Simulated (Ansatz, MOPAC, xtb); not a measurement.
The molecule KO, multiplicity 2 (lowest of 2S+1 = 2, 4 at CCSD(T)/def2-TZVPP on PBE0 minima; our sources give no spin for the ground state, which may be another). No spin–orbit coupling. K is treated without relativity.

Constants: fifth-degree fit in 1/R to seven points, most abundant isotopes. Runs in def2 and cc sets follow the lowest solution found near the PBE0 minimum.

The values were computed with Ansatz (a program for electronic structure) with Gaussian orbitals; MOPAC for PM7 (differences of heats of formation); xtb for the GFN methods. Values without a source in brackets are computed. The GFN methods have no spin term and hold the electronic entropy of 300 K.

```json
[
 {"level": "PM7", "r_e (Å)": "2.270", "ω_e (cm⁻¹)": "512", "α_e (cm⁻¹)": "0.0017", "ω_e x_e (cm⁻¹)": "2.2", "D_e (eV)": "-", "dipole (D)": "-"},
 {"level": "GFN1-xTB", "r_e (Å)": "2.102", "ω_e (cm⁻¹)": "403", "α_e (cm⁻¹)": "0.0049", "ω_e x_e (cm⁻¹)": "3.5", "D_e (eV)": "-", "dipole (D)": "-"},
 {"level": "GFN2-xTB", "r_e (Å)": "2.132", "ω_e (cm⁻¹)": "294", "α_e (cm⁻¹)": "0.0070", "ω_e x_e (cm⁻¹)": "4.3", "D_e (eV)": "-", "dipole (D)": "-"},
 {"level": "SVWN5/def2-TZVPP", "r_e (Å)": "2.130", "ω_e (cm⁻¹)": "447", "α_e (cm⁻¹)": "0.0026", "ω_e x_e (cm⁻¹)": "2.5", "D_e (eV)": "3.41", "dipole (D)": "7.87"},
 {"level": "PBE/def2-TZVPP", "r_e (Å)": "2.193", "ω_e (cm⁻¹)": "414", "α_e (cm⁻¹)": "0.0025", "ω_e x_e (cm⁻¹)": "2.3", "D_e (eV)": "2.91", "dipole (D)": "8.17"},
 {"level": "r2SCAN/def2-TZVPP", "r_e (Å)": "2.191", "ω_e (cm⁻¹)": "427", "α_e (cm⁻¹)": "0.0025", "ω_e x_e (cm⁻¹)": "2.4", "D_e (eV)": "2.89", "dipole (D)": "8.40"},
 {"level": "B97M-V/def2-TZVPP", "r_e (Å)": "2.198", "ω_e (cm⁻¹)": "428", "α_e (cm⁻¹)": "0.0025", "ω_e x_e (cm⁻¹)": "2.5", "D_e (eV)": "2.71", "dipole (D)": "8.37"},
 {"level": "B3LYP/def2-TZVPP", "r_e (Å)": "2.203", "ω_e (cm⁻¹)": "421", "α_e (cm⁻¹)": "0.0025", "ω_e x_e (cm⁻¹)": "2.4", "D_e (eV)": "2.75", "dipole (D)": "8.43"},
 {"level": "PBE0/def2-TZVPP", "r_e (Å)": "2.186", "ω_e (cm⁻¹)": "425", "α_e (cm⁻¹)": "0.0025", "ω_e x_e (cm⁻¹)": "2.4", "D_e (eV)": "2.63", "dipole (D)": "8.39"},
 {"level": "BHLYP/def2-TZVPP", "r_e (Å)": "2.197", "ω_e (cm⁻¹)": "433", "α_e (cm⁻¹)": "0.0025", "ω_e x_e (cm⁻¹)": "2.4", "D_e (eV)": "2.40", "dipole (D)": "8.62"},
 {"level": "CAM-B3LYP/def2-TZVPP", "r_e (Å)": "2.193", "ω_e (cm⁻¹)": "431", "α_e (cm⁻¹)": "0.0025", "ω_e x_e (cm⁻¹)": "2.4", "D_e (eV)": "2.84", "dipole (D)": "8.47"},
 {"level": "wB97X-V/def2-TZVPP", "r_e (Å)": "2.203", "ω_e (cm⁻¹)": "424", "α_e (cm⁻¹)": "0.0025", "ω_e x_e (cm⁻¹)": "2.3", "D_e (eV)": "2.89", "dipole (D)": "8.58"},
 {"level": "wB97M-V/def2-TZVPP", "r_e (Å)": "2.207", "ω_e (cm⁻¹)": "425", "α_e (cm⁻¹)": "0.0024", "ω_e x_e (cm⁻¹)": "2.3", "D_e (eV)": "2.85", "dipole (D)": "8.55"},
 {"level": "B2PLYP/def2-TZVPP", "r_e (Å)": "2.207", "ω_e (cm⁻¹)": "423", "α_e (cm⁻¹)": "0.0025", "ω_e x_e (cm⁻¹)": "2.3", "D_e (eV)": "2.65", "dipole (D)": "-"},
 {"level": "CCSD/def2-TZVPP", "r_e (Å)": "2.221", "ω_e (cm⁻¹)": "422", "α_e (cm⁻¹)": "0.0024", "ω_e x_e (cm⁻¹)": "2.3", "D_e (eV)": "2.33", "dipole (D)": "-"},
 {"level": "CCSD/def2-QZVPP", "r_e (Å)": "2.189", "ω_e (cm⁻¹)": "421", "α_e (cm⁻¹)": "0.0026", "ω_e x_e (cm⁻¹)": "2.4", "D_e (eV)": "2.58", "dipole (D)": "-"},
 {"level": "CCSD(T)/def2-TZVPP", "r_e (Å)": "2.220", "ω_e (cm⁻¹)": "421", "α_e (cm⁻¹)": "0.0024", "ω_e x_e (cm⁻¹)": "2.3", "D_e (eV)": "2.43", "dipole (D)": "-"},
 {"level": "CCSD(T)/def2-QZVPP", "r_e (Å)": "2.186", "ω_e (cm⁻¹)": "420", "α_e (cm⁻¹)": "0.0026", "ω_e x_e (cm⁻¹)": "2.4", "D_e (eV)": "2.71", "dipole (D)": "-"}
]
```

D_e counts from each atom's lowest state at the same level, without counterpoise or zero-point energy.

Correlated levels freeze the inner cores; with def2 sets outer-core shells near the valence are correlated too. The state that PM7 reach isn't checked; PM7 holds dispersion and hydrogen-bond terms.
